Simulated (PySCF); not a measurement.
Computed IR spectrum (relative IR intensity) of a molecule CH3F3Si. Coordinates come from a PBE-D3(BJ)/def2-SVP optimisation. The values are those of a single conformer. Method: PBE-D3(BJ)/def2-SVP (PySCF). Frequencies are harmonic and unscaled.

```csv
ν (cm⁻¹),relative intensity
297,11
440,32
600,4.0
795,16
817,2.4
895,100
962,96
1061,35
1200,2.3
1272,2.8
1396,2.3
2217,62
2932,8.2
2986,8.3
```

Identify the compound among the candidates.
A) FC[SiH](F)F
B) FC(F)(F)[SiH3]
C) F[SiH2]C(F)F
D) C[Si](F)(F)F

A, FC[SiH](F)F
